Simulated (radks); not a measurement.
Species: Dy46+. Configuration: [Ne] 3s2 3p5 3d2 4p1 (not the ground configuration).

Calculated with a radial shooting solver on a logarithmic mesh with Libxc functionals: Dirac Kohn-Sham, PBE, spin-unpolarised, spherical densities, point nucleus; open shells fill j = l - 1/2 first.

Energy parts (eV):
| part | energy |
|---|---|
| total | -278862.65 |
| kinetic | 310617.87 |
| electron-nucleus | -624545.35 |
| Hartree | 39463.27 |
| exchange-correlation | -4398.43 |

Orbitals (lengths in bohr, moments of r in powers of bohr; r(max) is where P^2 peaks; r(90%) holds 90 % of the orbital's charge):
orbital  occ.  eigenvalue (eV)  r(90%)      <r^2>   r(max)  small-component weight
1s1/2       2        -56509.25  0.0382  0.0006091  0.01337                6.08e-02
2s1/2       2        -11744.84   0.138   0.009292  0.07592                1.37e-02
2p1/2       2        -11334.53   0.122   0.006716  0.05719                1.37e-02
2p3/2       4        -10521.99   0.131   0.007890  0.06313                1.27e-02
3s1/2       2        -4424.758   0.319    0.05473   0.2068                5.05e-03
3p1/2       2        -4265.638   0.309    0.04974   0.1935                4.99e-03
3p3/2       3        -4065.853   0.323    0.05486   0.2045                4.72e-03
3d3/2       2        -3829.106   0.289    0.04114   0.1587                4.56e-03
3d5/2       0        -3782.290   0.293    0.04249   0.1617                4.49e-03
4p1/2       1        -2206.925   0.585     0.1913   0.4118                2.43e-03
4p3/2       0        -2133.147   0.605     0.2052   0.4280                2.34e-03

The highest occupied level is 4p1/2 at -2206.9 eV. The configuration is held as typed, so some empty levels lie below it. The density falls to 0.001 e/bohr^3 at r = 0.92 bohr.

Run on one thread of a shared host, so times are rough (Arm Neoverse N1): 0.12 s of CPU time, 0.12 s wall, 13 iterations on 2476 mesh points.
